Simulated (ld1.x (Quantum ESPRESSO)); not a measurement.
## Cutoff test, Te, ultrasoft

tellurium, ultrasoft, made with ld1.x (Quantum ESPRESSO) 7.5 (PBEsol, scalar-relativistic). Core [Kr] 4d10, reference 5s2 5p4. Waves: 5s (bound): rcut 1.35, rcutus 1.85 bohr; 5s channel at -0.3 Ry: rcut 1.35, rcutus 1.85 bohr; 5p (bound): rcut 1.80, rcutus 2.50 bohr; 5p channel at 1.6 Ry: rcut 1.80, rcutus 2.50 bohr. Local part: all-electron potential smoothed inside 2.20 bohr (lloc = -2). Core correction: none. Augmentation charge: built from norm-conserving waves at rcut, not smoothed further.

The pseudo-atom Hamiltonian at the reference potential is diagonalised in spherical Bessel functions j_l(qr) that vanish at 20 bohr, with q² up to the cutoff. All-electron valence levels (Ry): 5s -1.1136, 5p -0.4386.

Q: How do the lowest levels (Ry) of each channel move with the cutoff, and are there ghosts?

A:

| cutoff (Ry) | s #1 | p #1 | p #2 | d #1 | f #1 | f #2 | Σ f·Δε (mRy) |
| --- | --- | --- | --- | --- | --- | --- | --- |
| 8 | -1.1060 | -0.4366 | 0.0275 | 0.0481 | 0.1133 | 0.2382 | 23.4 |
| 10 | -1.1113 | -0.4381 | 0.0275 | 0.0475 | 0.1133 | 0.2382 | 6.9 |
| 15 | -1.1131 | -0.4386 | 0.0274 | 0.0473 | 0.1133 | 0.2382 | 1.4 |
| 18 | -1.1132 | -0.4386 | 0.0274 | 0.0473 | 0.1133 | 0.2382 | 1.1 |
| 25 | -1.1136 | -0.4386 | 0.0274 | 0.0473 | 0.1133 | 0.2382 | 0.3 |
| 30 | -1.1136 | -0.4386 | 0.0274 | 0.0473 | 0.1133 | 0.2382 | 0.2 |
| 400 | -1.1137 | -0.4386 | 0.0274 | 0.0473 | 0.1133 | 0.2382 | 0.0 |

Result: no extra level below or beside the all-electron valence levels (s, p, d, f tested); 10 mRy is reached at 10 Ry and 1 mRy at 21 Ry.
